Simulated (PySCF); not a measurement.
# What a mistake does to a calculation on CH7NSi2

All numbers below are calculated, not measured. They come from PySCF 2.14.0, an open-source quantum chemistry program, on an isolated molecule that a program drew, which may never have been made. The molecule is CH7NSi2 (charge 0, singlet), drawn as the SMILES string `C=[Si](N)[SiH3]`.

Each row is a Hartree-Fock (HF) and frozen-core CCSD(T) single point in the cc-pV(D+d)Z basis, meant for a local HF minimum. Run 1 is clean. Each other run has one planted mistake out of seven kinds, and not every kind appears here: one electron removed, one electron added, multiplicity raised by two, geometry at a saddle point, minimal basis STO-3G, one bond length entered in bohr, all coordinates scaled. The reference is restricted for singlets and unrestricted otherwise, and also for a bond in bohr. Adding or removing an electron swaps singlet and doublet. Electrons count all cores. HOMO and LUMO are orbital energies over both spins, the gradient is its largest component, and the lowest frequency (negative if imaginary) is given only where the gradient is small. Bond lengths are over the 10 bonds as drawn. T1 is the CCSD diagnostic: over 0.02 (restricted) or 0.045 (unrestricted) a single reference is doubtful.

Geometry of the clean run:
```xyz
11
CH7NSi2, angstrom
C    -2.5226    0.4880   -1.3715
Si   -1.4746   -0.6947   -0.7681
N    -1.4741   -2.3286   -1.2317
Si    0.1456   -0.2008    0.8574
H    -2.4540    1.5002   -0.9875
H    -3.2888    0.3240   -2.1215
H    -0.7652   -2.9802   -0.9625
H    -2.0921   -2.7005   -1.9264
H    -0.1175   -0.9612    2.1024
H     1.4957   -0.5737    0.3696
H     0.1065    1.2496    1.1444
```

| run | electrons | basis functions | <S^2> | HOMO (eV) | LUMO (eV) | gradient (hartree/bohr) | lowest frequency (cm^-1) | mean bond (Å) | longest bond (Å) | T1 | HF (hartree) | CCSD(T) (hartree) | mistake |
|---|---|---|---|---|---|---|---|---|---|---|---|---|---|
| 1 | 48 | 109 | 0.000 | -7.76 | 2.86 | 3.2e-05 | 59 | 1.4353 | 2.348 | 0.0141 | -674.23880 | -674.82050 | no fault |
| 2 | 48 | 109 | 1.228 | -7.22 | 1.69 | 2.2e-02 | - | 1.5858 | 3.197 | 0.0744 | -674.09311 | -674.65307 | one bond length entered in bohr |
| 3 | 49 | 109 | 0.773 | 1.47 | 8.28 | 5.2e-02 | - | 1.4353 | 2.348 | 0.0146 | -674.15851 | -674.75005 | one electron added |
| 4 | 47 | 109 | 0.760 | -16.67 | -5.23 | 8.1e-02 | - | 1.4353 | 2.348 | 0.0188 | -674.01129 | -674.55078 | one electron removed |
| 5 | 48 | 109 | 0.000 | -8.03 | 3.39 | 7.3e-02 | - | 1.3262 | 2.169 | 0.0125 | -674.16141 | -674.72999 | all coordinates scaled |
| 6 | 48 | 109 | 2.032 | -4.77 | 1.21 | 1.0e-01 | - | 1.4353 | 2.348 | 0.0168 | -674.15688 | -674.70548 | ? |

**Which mistake was planted in run 6, and what did it cost?**

Electrons, basis and geometry are unchanged, and <S^2> is 2.032, beside S(S+1) = 2.00 for a multiplicity of 3. So the mistake is: multiplicity raised by two. Subtracting run 1 and multiplying by 627.51 kcal/mol a hartree, the energy moved by 51.4 kcal/mol in HF and 72.2 kcal/mol in CCSD(T).

Cautions from the logs. Run 2: T1 is over the limit, so its CCSD(T) energy is less reliable; run 3: the HOMO is above zero, so the electron isn't bound and the energy depends on the basis.
